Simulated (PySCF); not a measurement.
A GIAO shielding run with PySCF 2.14 (density fitting, non-relativistic, gas phase) on SMILES C=C[Si@@H](O)SC[SiH2]C, C4H12OSSi2:

```
$ OMP_NUM_THREADS=1 python probes_run.py task.json out

{"job": {"kind": "nmr", "xc": "PBE0", "basis": "pcSseg-1"}, "charge": 0, "multiplicity": 1}
C     -3.065272     1.115600     0.274897
C     -2.922106     0.062665    -0.514558
Si    -1.786054    -1.386249    -0.153787
O     -2.364756    -2.648204    -0.990873
S      0.203082    -0.970826    -0.869163
C      0.572122     0.514916     0.128252
Si     2.294380     1.201792    -0.322559
C      3.586245    -0.158917    -0.059429
H     -2.560817     1.187927     1.225598
H     -3.697647     1.951762     0.018021
H     -3.459506     0.041432    -1.454961
H     -1.667153    -1.694993     1.269489
H     -1.786705    -3.336614    -1.307719
H      0.511163     0.227037     1.176068
H     -0.212193     1.241695    -0.072973
H      2.531369     2.345460     0.571654
H      2.268268     1.644715    -1.718543
H      3.341906    -1.033366    -0.656236
H      3.630588    -0.471628     0.980682
H      4.577940     0.176476    -0.346290
```

Hardware: 1 thread of an Arm Neoverse V1, shared host. The job also computes population analyses, field gradients.

**Question.** How large is the calculation?

**Answer.** 88 electrons, 217 basis functions and 1196 auxiliary functions.

**Question.** How long does it take, and how much memory does it need?

**Answer.** 51 s of wall time, with 14 SCF cycles and 5 response iterations; peak memory 0.97 GiB. Times on a shared host scatter by some tens of per cent.
